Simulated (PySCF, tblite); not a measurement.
Compound: C₅H₁₄Si.
SMILES with atom numbers: `[CH3:1][CH2:2][CH2:3][CH2:4][CH2:5][SiH3:6]` (hydrogens: H7, H8, H9 on C1; H10, H11 on C2; H12, H13 on C3; H14, H15 on C4; H16, H17 on C5; H18, H19, H20 on Si6)

Computed with GFN2-xTB (tblite), gas phase: nudged elastic band of 9 images (0 to 8), spring 0.2 eV/Å², climbing image at the end, force threshold 0.05 eV/Å. No saddle search or frequency run followed, so the top image need not be a first-order saddle, and its height can exceed the method's true barrier by a kcal/mol or more.

Path: rotation about C4–C5 (chain CH2 carbon, sp3 carbon bound to silicon), followed by the dihedral C3–C4–C5–Si6.

Image 0 (start, dihedral 180°):
```
atom  x, y, z in Å
C1     -3.265   -0.107    0.071
C2     -1.905    0.533    0.320
C3     -0.771   -0.325   -0.237
C4      0.606    0.293   -0.002
C5      1.726   -0.578   -0.565
Si6     3.458    0.154   -0.294
H7     -4.064    0.514    0.471
H8     -3.319   -1.084    0.546
H9     -3.435   -0.238   -0.996
H10    -1.875    1.520   -0.148
H11    -1.758    0.672    1.393
H12    -0.806   -1.313    0.231
H13    -0.922   -0.466   -1.311
H14     0.757    0.434    1.071
H15     0.641    1.281   -0.469
H16     1.668   -1.568   -0.104
H17     1.552   -0.730   -1.633
H18     3.547    1.460   -0.950
H19     4.455   -0.752   -0.867
H20     3.705    0.310    1.142
```

Image 8 (end, +0.008 eV, dihedral -64°):
```
atom  x, y, z in Å
C1     -2.847   -0.300    0.771
C2     -1.827    0.589    0.070
C3     -0.510   -0.143   -0.182
C4      0.507    0.740   -0.897
C5      1.804    0.004   -1.225
Si6     2.807   -0.574    0.285
H7     -3.782    0.235    0.922
H8     -2.472   -0.619    1.741
H9     -3.052   -1.187    0.175
H10    -2.238    0.928   -0.884
H11    -1.636    1.474    0.680
H12    -0.095   -0.474    0.773
H13    -0.702   -1.033   -0.786
H14     0.730    1.610   -0.273
H15     0.058    1.112   -1.823
H16     1.573   -0.853   -1.862
H17     2.432    0.668   -1.824
H18     2.925    0.527    1.244
H19     4.142   -0.970   -0.172
H20     2.177   -1.724    0.939
```

Problem. What do the inner images look like?

Solution. 
Image 1: +0.016 eV, dihedral -166°
```
atom  x, y, z in Å
C1     -3.245   -0.162    0.182
C2     -1.903    0.553    0.286
C3     -0.769   -0.305   -0.271
C4      0.597    0.365   -0.144
C5      1.717   -0.514   -0.698
Si6     3.446    0.088   -0.181
H7     -4.045    0.464    0.569
H8     -3.228   -1.089    0.752
H9     -3.468   -0.404   -0.855
H10    -1.949    1.495   -0.265
H11    -1.697    0.791    1.332
H12    -0.748   -1.258    0.267
H13    -0.965   -0.524   -1.323
H14     0.793    0.581    0.908
H15     0.585    1.320   -0.674
H16     1.574   -1.532   -0.329
H17     1.627   -0.573   -1.785
H18     3.683    1.450   -0.662
H19     4.465   -0.813   -0.721
H20     3.524    0.077    1.283
```

Image 2: +0.052 eV, dihedral -152°
```
atom  x, y, z in Å
C1     -3.212   -0.207    0.278
C2     -1.898    0.566    0.257
C3     -0.756   -0.292   -0.283
C4      0.586    0.437   -0.275
C5      1.719   -0.442   -0.811
Si6     3.412    0.012   -0.074
H7     -4.020    0.418    0.651
H8     -3.130   -1.081    0.920
H9     -3.472   -0.543   -0.724
H10    -2.009    1.457   -0.365
H11    -1.655    0.897    1.269
H12    -0.671   -1.194    0.329
H13    -0.989   -0.604   -1.304
H14     0.810    0.747    0.749
H15     0.512    1.347   -0.875
H16     1.500   -1.483   -0.563
H17     1.734   -0.394   -1.902
H18     3.750    1.403   -0.380
H19     4.444   -0.879   -0.606
H20     3.339   -0.154    1.382
```

Image 3: +0.093 eV, dihedral -138°
```
atom  x, y, z in Å
C1     -3.166   -0.246    0.371
C2     -1.889    0.575    0.230
C3     -0.733   -0.276   -0.290
C4      0.574    0.507   -0.401
C5      1.725   -0.370   -0.914
Si6     3.350   -0.072    0.028
H7     -3.984    0.373    0.728
H8     -3.018   -1.061    1.076
H9     -3.450   -0.673   -0.589
H10    -2.065    1.407   -0.457
H11    -1.620    0.999    1.200
H12    -0.582   -1.120    0.389
H13    -0.993   -0.679   -1.271
H14     0.820    0.914    0.583
H15     0.431    1.359   -1.068
H16     1.446   -1.419   -0.806
H17     1.861   -0.212   -1.986
H18     3.760    1.327   -0.100
H19     4.402   -0.945   -0.496
H20     3.125   -0.379    1.444
```

Image 4 (top): +0.114 eV, dihedral -123°
```
atom  x, y, z in Å
C1     -3.107   -0.280    0.460
C2     -1.876    0.583    0.204
C3     -0.700   -0.257   -0.289
C4      0.561    0.572   -0.521
C5      1.736   -0.295   -1.006
Si6     3.261   -0.163    0.120
H7     -3.940    0.330    0.799
H8     -2.895   -1.027    1.222
H9     -3.406   -0.796   -0.450
H10    -2.115    1.345   -0.541
H11    -1.593    1.097    1.125
H12    -0.483   -1.035    0.447
H13    -0.978   -0.750   -1.224
H14     0.823    1.079    0.411
H15     0.346    1.353   -1.253
H16     1.414   -1.337   -1.053
H17     1.999   -0.026   -2.031
H18     3.717    1.228    0.174
H19     4.340   -1.010   -0.392
H20     2.890   -0.600    1.469
```

Image 5: +0.102 eV, dihedral -109°
```
atom  x, y, z in Å
C1     -3.038   -0.307    0.547
C2     -1.859    0.587    0.178
C3     -0.658   -0.235   -0.284
C4      0.549    0.630   -0.636
C5      1.749   -0.219   -1.085
Si6     3.150   -0.258    0.199
H7     -3.889    0.289    0.864
H8     -2.766   -0.978    1.359
H9     -3.339   -0.911   -0.307
H10    -2.159    1.272   -0.619
H11    -1.575    1.190    1.043
H12    -0.379   -0.939    0.503
H13    -0.944   -0.816   -1.166
H14     0.818    1.234    0.235
H15     0.265    1.328   -1.426
H16     1.408   -1.235   -1.293
H17     2.135    0.159   -2.034
H18     3.623    1.109    0.436
H19     4.261   -1.071   -0.296
H20     2.641   -0.818    1.453
```

Image 6: +0.064 eV, dihedral -94°
```
atom  x, y, z in Å
C1     -2.961   -0.329    0.631
C2     -1.841    0.589    0.150
C3     -0.611   -0.209   -0.277
C4      0.537    0.682   -0.742
C5      1.765   -0.142   -1.151
Si6     3.021   -0.353    0.260
H7     -3.834    0.249    0.922
H8     -2.632   -0.911    1.489
H9     -3.252   -1.018   -0.159
H10    -2.198    1.185   -0.693
H11    -1.567    1.279    0.951
H12    -0.274   -0.828    0.558
H13    -0.890   -0.878   -1.096
H14     0.804    1.375    0.059
H15     0.192    1.287   -1.584
H16     1.433   -1.116   -1.515
H17     2.261    0.338   -1.998
H18     3.484    0.972    0.686
H19     4.170   -1.128   -0.211
H20     2.388   -1.035    1.391
```

Image 7: +0.030 eV, dihedral -80°
```
atom  x, y, z in Å
C1     -2.877   -0.342    0.714
C2     -1.826    0.587    0.118
C3     -0.561   -0.176   -0.267
C4      0.525    0.727   -0.841
C5      1.786   -0.060   -1.204
Si6     2.880   -0.451    0.301
H7     -3.776    0.209    0.974
H8     -2.495   -0.821    1.613
H9     -3.144   -1.120    0.002
H10    -2.236    1.081   -0.766
H11    -1.573    1.364    0.843
H12    -0.175   -0.693    0.614
H13    -0.816   -0.936   -1.011
H14     0.778    1.504   -0.115
H15     0.131    1.232   -1.728
H16     1.493   -0.979   -1.716
H17     2.373    0.514   -1.924
H18     3.294    0.810    0.925
H19     4.072   -1.179   -0.136
H20     2.141   -1.260    1.274
```

The largest changes of bonds and angles from start to top: C4–C5 1.527 → 1.538 Å, C4–C5–H17 108.9 → 109.9°, C5–Si6–H19 109.1 → 110.1°, C5–C4–H14 109.5 → 110.3°. GFN2-xTB torsional profiles can miss by a kcal/mol or more and can put conformers in the wrong order.

Problem. What do single points at PBE0/pcSseg-1 (PySCF, no dispersion term) give on some images?

Solution. 
```json
{"image": "0", "GFN2-xTB E (eV)": "0.000", "DFT E (eV)": "0.000", "HOMO (eV)": "-8.23", "LUMO (eV)": "0.96", "dipole (D)": "0.70"}
{"image": "2", "GFN2-xTB E (eV)": "0.052", "DFT E (eV)": "0.057", "HOMO (eV)": "-8.23", "LUMO (eV)": "0.97", "dipole (D)": "0.73"}
{"image": "4", "GFN2-xTB E (eV)": "0.114", "DFT E (eV)": "0.129", "HOMO (eV)": "-8.27", "LUMO (eV)": "0.97", "dipole (D)": "0.73"}
{"image": "6", "GFN2-xTB E (eV)": "0.064", "DFT E (eV)": "0.087", "HOMO (eV)": "-8.37", "LUMO (eV)": "0.96", "dipole (D)": "0.72"}
{"image": "8", "GFN2-xTB E (eV)": "0.008", "DFT E (eV)": "0.035", "HOMO (eV)": "-8.41", "LUMO (eV)": "1.00", "dipole (D)": "0.75"}
```

Energies count from image 0 at each level. At the GFN2-xTB top the DFT energy is 3.0 kcal/mol against 2.6; the geometries weren't optimised at the DFT level.

The cost below is that of the whole band run. Time: 2.8 s of wall time; peak memory 0.18 GiB. Hardware: one thread of an Arm Neoverse V1, shared host with 32 logical CPUs at a one-minute load of 15.
